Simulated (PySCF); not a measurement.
## Iodine: a sound run and one with changed settings

Sound run: I⁺ [Kr] 4d10 5s2 5p4, I²⁺ [Kr] 4d10 5s2 5p3. Computed with PySCF 2.14 in aug-cc-pVDZ-PP with ECP28MDF (5s4p3d, 32 functions), with scalar relativity through the core potential. The sound run starts from symmetry-adapted Hartree-Fock orbitals and uses a fine grid where one is needed.

Changed run: basis STO-3G, all-electron and non-relativistic. This setting is unsound on purpose.

```json
{"species": "I⁺", "method": "UHF", "sound run (hartree)": "-294.30127", "changed run (hartree)": "-6850.40437", "converged": "yes"}
{"species": "I⁺", "method": "r2SCAN", "sound run (hartree)": "-295.40792", "changed run (hartree)": "-6852.67209", "converged": "yes"}
{"species": "I⁺", "method": "M06-L", "sound run (hartree)": "-295.46288", "changed run (hartree)": "-6852.60437", "converged": "yes"}
{"species": "I²⁺", "method": "UHF", "sound run (hartree)": "-293.65440", "changed run (hartree)": "-6849.78965", "converged": "yes"}
{"species": "I²⁺", "method": "r2SCAN", "sound run (hartree)": "-294.72124", "changed run (hartree)": "-6852.00599", "converged": "yes"}
{"species": "I²⁺", "method": "M06-L", "sound run (hartree)": "-294.78347", "changed run (hartree)": "-6851.93600", "converged": "yes"}
```

Ionisation energy of I⁺:

| method | sound run (eV) | changed run (eV) |
| --- | --- | --- |
| UHF | 17.602 | 16.727 |
| r2SCAN | 18.686 | 18.125 |
| M06-L | 18.488 | 18.187 |

A minimal basis cannot let orbitals breathe on ionisation and holds almost no correlation. The Hamiltonian changed with the basis, so the totals do not compare.

For comparison, NIST gives 19.131 eV between the lowest levels.
